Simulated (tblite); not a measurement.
Species: C6H9O2 (doublet state).
Structure used (GFN2-xTB), in Å, numbered top down from 1:
```
atom  x, y, z in Å
C1     0.0252    1.8597    0.5109
C2    -0.1180    0.6329   -0.0728
C3     0.9262   -0.2818   -0.1626
O4     2.1598    0.0050    0.3354
C5     3.1326   -0.8990    0.2233
O6     3.0442   -1.9815   -0.2855
C7    -1.4541    0.1907   -0.6146
C8    -2.2097   -0.6349    0.4265
H9     0.9667    2.1710    0.9250
H10   -0.7983    2.5473    0.5693
H11    0.8156   -1.2507   -0.6289
H12    4.0460   -0.4896    0.6805
H13   -2.0448    1.0681   -0.8787
H14   -1.3090   -0.4081   -1.5149
H15   -2.3753   -0.0481    1.3270
H16   -3.1743   -0.9481    0.0348
H17   -1.6398   -1.5210    0.6952
```

Computed with GFN2-xTB (tblite): harmonic, unscaled wavenumbers at the GFN2-xTB geometry, gas phase. The method is semi-empirical: single wavenumbers can be off by several per cent or more. One conformer, not necessarily the lowest. Open shells enter through the occupations alone, without spin polarisation, and single modes of such species can be off by tens of per cent.

Harmonic wavenumbers (cm⁻¹): 40.1, 70.9, 126.1, 137.5, 215.0, 251.5, 263.9, 372.2, 391.4, 495.4, 553.6, 587.5, 714.3, 732.2, 794.7, 821.6, 879.3, 896.7, 1013.0, 1014.5, 1061.5, 1085.4, 1094.2, 1140.2, 1225.9, 1246.8, 1313.5, 1348.7, 1375.1, 1408.9, 1431.2, 1485.1, 1496.6, 1499.5, 1507.0, 1745.8, 2855.7, 2989.0, 3002.3, 3039.5, 3040.5, 3044.6, 3074.6, 3125.3, 3161.7.

A = 4028, B = 1070, C = 899.0 MHz; mass 113.060 u (most abundant isotopes); point group C1, symmetry number 1; spin multiplicity 2.

Task: Zero-point energy?

Result: Half the sum of the wavenumbers: 29585 cm⁻¹ = 353.92 kJ/mol.

Task: Give the ideal-gas entropy at 200 K and 1 bar in the rigid-rotor, harmonic-oscillator model (classical rotation).

Result: Translation 159.52, rotation 115.55, vibration 73.01, spin (R ln 2) 5.76: S = 353.8 J/(mol K).

Task: And Cp and H(200 K) − H(0)?

Result: Cp = 108.87 J/(mol K), of which vibrations give 75.61 (their classical limit is 45 R = 374.2); H(200 K) − H(0) = 14.46 kJ/mol without the zero-point energy, 7.81 from vibrations.

Task: Which modes carry the vibrational entropy at 200 K?

Result: 40.1 cm⁻¹: 18.68; 70.9 cm⁻¹: 14.00; 126.1 cm⁻¹: 9.40; 137.5 cm⁻¹: 8.74; 215.0 cm⁻¹: 5.47; 251.5 cm⁻¹: 4.43 J/(mol K); the other 39 give 12.28 together.

Task: Blend soft modes into free rotors: weight 1/[1 + (100 cm⁻¹/ν̃)⁴] for the oscillator and the rest for a rotor with moment μB/(μ + B), μ = h/(8π²ν), B = 10⁻⁴⁴ kg m². What vibrational entropy results?

Result: 66.92 J/(mol K) in place of 73.01, which changes −T·S at 200 K by +1.22 kJ/mol.

Task: What must be added to the electronic energy to get the Gibbs energy at 200 K and 1 bar?

Result: ZPE + [H(200 K) − H(0)] − T·S = 353.92 + 14.46 − 70.77 = 297.61 kJ/mol.

Task: How do the functions run with temperature in this model?

Result: 
```
T (K)  S (J/(mol K))  Cp (J/(mol K))  H − H(0) (kJ/mol)  G − H(0) (kJ/mol)  ln q(vib)
  100          291.7            74.1               5.30             -23.87       1.70
  300          404.8           145.2              27.15             -94.29       6.40
  500          495.4           212.3              63.20            -184.50      10.94
  800          610.8           278.0             137.62            -351.01      17.45
 1000          676.0           306.5             196.21            -479.83      21.50
```

q(vib) and H(0) count from the zero-point level.

Hindered rotation and anharmonicity are outside this model. Other conformers, if any are populated, would add a mixing term that is left out. The structure is chiral; the term R ln 2 for an equal mix with its mirror image is left out.

Time: 0.51 s wall. Hardware: one thread of an INTEL XEON PLATINUM 8581C at 2.10 GHz (shared host). This covers the Hessian and the dipole derivatives.
